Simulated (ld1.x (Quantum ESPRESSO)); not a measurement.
## Varying the PAW potential for Cu

Base potential:

```json
{"Element": "copper", "Generator": "ld1.x (Quantum ESPRESSO) 7.5", "Type": "PAW", "Functional": "LDA (PZ)", "Relativity": "scalar-relativistic", "Frozen core": "[Ne]", "Valence charge": "19", "Reference configuration": "3s2 3p6 3d10 4s1 4p0", "Partial waves": "3s (bound): rcut 0.95, rcutus 1.20 bohr; 4s (bound): rcut 0.95, rcutus 1.20 bohr; 3p (bound): rcut 1.05, rcutus 1.10 bohr; 4p (bound, empty): rcut 1.05, rcutus 1.10 bohr; 3d (bound): rcut 0.80, rcutus 1.05 bohr; 3d channel at 0.95 Ry: rcut 0.80, rcutus 1.05 bohr", "Local potential": "all-electron potential smoothed inside 0.90 bohr (lloc = -1)", "Core correction": "a·sin(br)/r model core, default radius (ld1.x builds one for every PAW set, though the input has nlcc=.false.)", "Augmentation charge": "BESSEL, radius 0.60 bohr"}
```

Cutoffs, loose and tight: the cutoffs (Ry, on a coarse ladder) from which the occupation-weighted sum of valence levels, in a spherical-Bessel basis at the reference potential, stays within 10 and 1 mRy of its value at 400 Ry. They do not see the model core or the augmentation charge, which bear on the density cutoff. Test errors are all-electron minus pseudo excitation energies from the reference, over the configurations 3s2 3p6 3d10 4s0 4p0; 3s2 3p6 3d9 4s0 4p0; 3s2 3p6 3d8 4s0 4p0; 3s2 3p5 3d10 4s1 4p0; 3s2 3p6 3d9 4s1 4p1; 3s2 3p6 3d7 4s0 4p0; 3s2 3p6 3d9 4s2 4p0 (two spin-polarised tests are not counted in the largest error). A dash means not determined; rows that change the core or the reference have their own tests.

Cutoffs are not given where the Bessel-basis levels miss the radial ones by over 6 mRy, ghosts where they miss by over 20 mRy; a channel whose overlap is not positive is not tested.

A file whose overlap is not positive is unfit for use, and its test errors describe a broken file.

| change | outcome | cutoff, loose | cutoff, tight | bound ghosts | largest test error (meV) |
| --- | --- | --- | --- | --- | --- |
| base | generated, overlap not positive | – | – | not determined (overlap not positive) | -34 |
| waves 3p (bound): rcut 0.70, rcutus 0.74 bohr; 4p (bound): rcut 0.70, rcutus 0.74 bohr | generated | 160 Ry | 260 Ry | none | -34 |
| waves 3p (bound): rcut 0.88, rcutus 0.94 bohr; 4p (bound): rcut 0.88, rcutus 0.94 bohr | generated | 140 Ry | 230 Ry | none | -34 |
| waves 3p (bound): rcut 1.05, rcutus 1.14 bohr; 4p (bound): rcut 1.05, rcutus 1.14 bohr | generated, overlap not positive | – | – | not determined (overlap not positive) | -35 |
| waves 3p (bound): rcut 1.05, rcutus 1.22 bohr; 4p (bound): rcut 1.05, rcutus 1.22 bohr | generated, overlap not positive | – | – | not determined (overlap not positive) | +44 |
| waves 3p (bound): rcut 1.05, rcutus 1.42 bohr; 4p (bound): rcut 1.05, rcutus 1.42 bohr | generated, overlap not positive | – | – | not determined (overlap not positive) | test run stopped at test 1 of 9 (negative rho) |
| waves 3p (bound): rcut 1.05, rcutus 1.62 bohr; 4p (bound): rcut 1.05, rcutus 1.62 bohr | generated, overlap not positive | – | – | not determined (overlap not positive) | -1512 |
